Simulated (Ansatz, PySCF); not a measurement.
Pulling on the Mg1–H2 bond in CH4Mg (SMILES [CH3][MgH]) (multiplicity 1 held, fragments rigid). Energies count from the point at 1.704 Å.
Geometry at that point (charge 0, multiplicity 1):
```xyz
6

Mg    -0.72812    -0.38871    -0.10749
H     -2.21912    -1.18469    -0.32759
C      1.09920     0.58682     0.16227
H      1.57195     0.30753     1.10856
H      0.98073     1.67440     0.17041
H      1.80863     0.34637    -0.63514
```

Restricted levels (R-, RO-) in cc, def2 and unpolarised 6-31G sets keep to the state of the molecule at rest. Unrestricted levels (U-) break spin symmetry where that is lower. Active spaces are followed from a long bond inwards. Curves can end on different states.

Correlated levels freeze the cores. Rows in 3-21G carry no dispersion term and start afresh at each structure.

The values were computed with Ansatz (a program for electronic structure); PySCF for 3-21G rows. Values without a source in brackets are computed.

Question: One of these levels gives 139.91 kcal/mol for the energy at R = 5.454 Å. Which one is it?
(A) U-CCSD/def2-TZVPPD
(B) R-HF/3-21G
(C) R-r2SCAN/def2-TZVPPD
(D) CASSCF(2,2)/def2-TZVPPD

Answer: B, R-HF/3-21G. The others give 95.23 (R-r2SCAN/def2-TZVPPD), 71.67 (U-CCSD/def2-TZVPPD), 61.76 (CASSCF(2,2)/def2-TZVPPD)

Doubts at one or more of the structures used: a restricted determinant that unrestricted orbitals would lower (R-HF/3-21G, R-r2SCAN/def2-TZVPPD); a spin-contaminated determinant (U-CCSD/def2-TZVPPD).
